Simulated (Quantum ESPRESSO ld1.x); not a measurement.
Re XXXIV, configuration [Kr] 4d5 5s1 (not the ground configuration).

Calculated with ld1.x of Quantum ESPRESSO 7.5: scalar-relativistic Kohn-Sham, LDA (Slater exchange, Perdew-Zunger correlation), spin-polarised, spherical densities, point nucleus; open shells are filled with parallel spins first.

Energy parts (eV):
part                      energy
total                  -437461.0
kinetic                 485274.8
electron-nucleus      -1025122.7
Hartree                 109660.3
exchange-correlation     -7273.5

Orbitals (lengths in bohr, moments of r in powers of bohr; r(90%) holds 90 % of the orbital's charge):
[
 {"orbital": "1s up", "occ.": "1", "eigenvalue (eV)": "-72932.688", "<1/r>": "88.73", "<r^4>": "5.465e-07", "r(90%)": "0.0329", "<r>": "0.01805"},
 {"orbital": "1s down", "occ.": "1", "eigenvalue (eV)": "-72931.982", "<1/r>": "88.73", "<r^4>": "5.465e-07", "r(90%)": "0.0329", "<r>": "0.01804"},
 {"orbital": "2s up", "occ.": "1", "eigenvalue (eV)": "-13751.604", "<1/r>": "20.75", "<r^4>": "0.00008175", "r(90%)": "0.118", "<r>": "0.07625"},
 {"orbital": "2s down", "occ.": "1", "eigenvalue (eV)": "-13746.171", "<1/r>": "20.76", "<r^4>": "0.00008173", "r(90%)": "0.118", "<r>": "0.07625"},
 {"orbital": "2p up", "occ.": "3", "eigenvalue (eV)": "-12173.537", "<1/r>": "18.74", "<r^4>": "0.00006457", "r(90%)": "0.111", "<r>": "0.06837"},
 {"orbital": "2p down", "occ.": "3", "eigenvalue (eV)": "-12168.923", "<1/r>": "18.75", "<r^4>": "0.00006454", "r(90%)": "0.111", "<r>": "0.06836"},
 {"orbital": "3s up", "occ.": "1", "eigenvalue (eV)": "-4186.480", "<1/r>": "7.742", "<r^4>": "0.002900", "r(90%)": "0.287", "<r>": "0.1963"},
 {"orbital": "3s down", "occ.": "1", "eigenvalue (eV)": "-4182.638", "<1/r>": "7.746", "<r^4>": "0.002890", "r(90%)": "0.287", "<r>": "0.1962"},
 {"orbital": "3p up", "occ.": "3", "eigenvalue (eV)": "-3720.662", "<1/r>": "7.142", "<r^4>": "0.003096", "r(90%)": "0.293", "<r>": "0.1963"},
 {"orbital": "3p down", "occ.": "3", "eigenvalue (eV)": "-3716.608", "<1/r>": "7.145", "<r^4>": "0.003083", "r(90%)": "0.293", "<r>": "0.1962"},
 {"orbital": "3d up", "occ.": "5", "eigenvalue (eV)": "-3199.625", "<1/r>": "6.743", "<r^4>": "0.002341", "r(90%)": "0.274", "<r>": "0.1774"},
 {"orbital": "3d down", "occ.": "5", "eigenvalue (eV)": "-3194.613", "<1/r>": "6.744", "<r^4>": "0.002332", "r(90%)": "0.274", "<r>": "0.1773"},
 {"orbital": "4s up", "occ.": "1", "eigenvalue (eV)": "-1776.575", "<1/r>": "3.614", "<r^4>": "0.04804", "r(90%)": "0.576", "<r>": "0.4063"},
 {"orbital": "4s down", "occ.": "1", "eigenvalue (eV)": "-1763.824", "<1/r>": "3.613", "<r^4>": "0.04810", "r(90%)": "0.576", "<r>": "0.4063"},
 {"orbital": "4p up", "occ.": "3", "eigenvalue (eV)": "-1607.887", "<1/r>": "3.362", "<r^4>": "0.05661", "r(90%)": "0.601", "<r>": "0.4206"},
 {"orbital": "4p down", "occ.": "3", "eigenvalue (eV)": "-1595.244", "<1/r>": "3.359", "<r^4>": "0.05673", "r(90%)": "0.602", "<r>": "0.4207"},
 {"orbital": "4d up", "occ.": "5", "eigenvalue (eV)": "-1406.466", "<1/r>": "3.136", "<r^4>": "0.06121", "r(90%)": "0.616", "<r>": "0.4226"},
 {"orbital": "4d down", "occ.": "0", "eigenvalue (eV)": "-1393.772", "<1/r>": "3.135", "<r^4>": "0.06141", "r(90%)": "0.617", "<r>": "0.4228"},
 {"orbital": "5s up", "occ.": "1", "eigenvalue (eV)": "-967.040", "<1/r>": "2.014", "<r^4>": "0.4422", "r(90%)": "0.995", "<r>": "0.7178"},
 {"orbital": "5s down", "occ.": "0", "eigenvalue (eV)": "-957.513", "<1/r>": "2.008", "<r^4>": "0.4473", "r(90%)": "0.998", "<r>": "0.7197"}
]

The highest occupied level is 5s up at -967.04 eV. The configuration is held as typed, so some empty levels lie below it. Spin moment in Bohr magnetons: 6.
